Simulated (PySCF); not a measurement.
S⁺ (sulfur, charge +1) across methods

[Ne] 3s2 3p3, high-spin 4S determinant. All numbers are calculated (PySCF 2.14, the spin-free X2C one-electron Hamiltonian (Gaussian nucleus), in aug-cc-pVDZ-DK).

```json
{"method": "BLYP", "E (hartree)": "-398.8217", "mean ε 3s α (eV)": "-28.552", "mean ε 3s β (eV)": "-25.583", "mean ε 3p α (eV)": "-17.599", "Σ⟨r²⟩ (bohr²)": "20.78", "⟨S²⟩": "3.750"}
{"method": "PBE", "E (hartree)": "-398.6424", "mean ε 3s α (eV)": "-28.865", "mean ε 3s β (eV)": "-25.436", "mean ε 3p α (eV)": "-17.922", "Σ⟨r²⟩ (bohr²)": "20.77", "⟨S²⟩": "3.750"}
{"method": "r2SCAN", "E (hartree)": "-398.7855", "mean ε 3s α (eV)": "-30.026", "mean ε 3s β (eV)": "-25.452", "mean ε 3p α (eV)": "-18.475", "Σ⟨r²⟩ (bohr²)": "20.75", "⟨S²⟩": "3.750"}
{"method": "PBE0", "E (hartree)": "-398.6766", "mean ε 3s α (eV)": "-31.498", "mean ε 3s β (eV)": "-26.780", "mean ε 3p α (eV)": "-19.486", "Σ⟨r²⟩ (bohr²)": "20.74", "⟨S²⟩": "3.750"}
{"method": "B97-3", "E (hartree)": "-398.7629", "mean ε 3s α (eV)": "-31.526", "mean ε 3s β (eV)": "-27.056", "mean ε 3p α (eV)": "-19.391", "Σ⟨r²⟩ (bohr²)": "20.75", "⟨S²⟩": "3.751"}
{"method": "HSE06", "E (hartree)": "-398.6948", "mean ε 3s α (eV)": "-31.069", "mean ε 3s β (eV)": "-26.398", "mean ε 3p α (eV)": "-19.065", "Σ⟨r²⟩ (bohr²)": "20.74", "⟨S²⟩": "3.750"}
{"method": "UHF", "E (hartree)": "-398.24026", "mean ε 3s α (eV)": "-38.599", "mean ε 3s β (eV)": "-29.244", "mean ε 3p α (eV)": "-23.446", "Σ⟨r²⟩ (bohr²)": "20.94", "⟨S²⟩": "3.751"}
{"method": "MN15", "E (hartree)": "-398.8345", "mean ε 3s α (eV)": "-31.327", "mean ε 3s β (eV)": "-27.262", "mean ε 3p α (eV)": "-19.999", "Σ⟨r²⟩ (bohr²)": "20.62", "⟨S²⟩": "3.750"}
{"method": "LDA", "E (hartree)": "-397.4061", "mean ε 3s α (eV)": "-28.771", "mean ε 3s β (eV)": "-25.696", "mean ε 3p α (eV)": "-17.902", "Σ⟨r²⟩ (bohr²)": "20.81", "⟨S²⟩": "3.750"}
```
